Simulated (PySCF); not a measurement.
HF₂GaO, SMILES `[OH][Ga]([F])[F]` (H–O–Ga–F torsion 0°), neutral singlet in the gas phase. 

Cartesian coordinates (Å):
SMILES: [OH][Ga]([F])[F]
```xyz
5

O      1.3078    -0.3706    -0.0377
Ga    -0.4400    -0.1103    -0.0043
F     -1.1413     1.4863     0.1151
F     -1.5383    -1.4550    -0.0895
H      1.8117     0.4496     0.0164
```
Charge 0, spin multiplicity 1.

All levels are single points at this geometry (B3LYP-D3(BJ)/def2-TZVP); Pople sets use spherical d functions. Orbital energies aren't observables, and empty levels follow the basis.

```csv
level,HOMO (eV),LUMO (eV),gap (eV),dipole (D),"vertical IE, Delta-SCF (eV)"
TPSSh-D3(BJ)/def2-TZVP in PySCF,-8.99,-2.27,6.72,2.06,–
B3LYP/3-21G in PySCF,-8.55,-1.74,6.80,2.26,–
B3LYP/6-31G* in PySCF,-9.35,-2.18,7.17,2.09,12.51
B3LYP/LANL2DZ in PySCF,-9.72,-2.29,7.43,2.51,–
HF/3-21G in PySCF,-13.73,1.87,15.60,2.40,–
HF/6-31G* in PySCF,-14.32,1.39,15.70,2.19,11.27
```
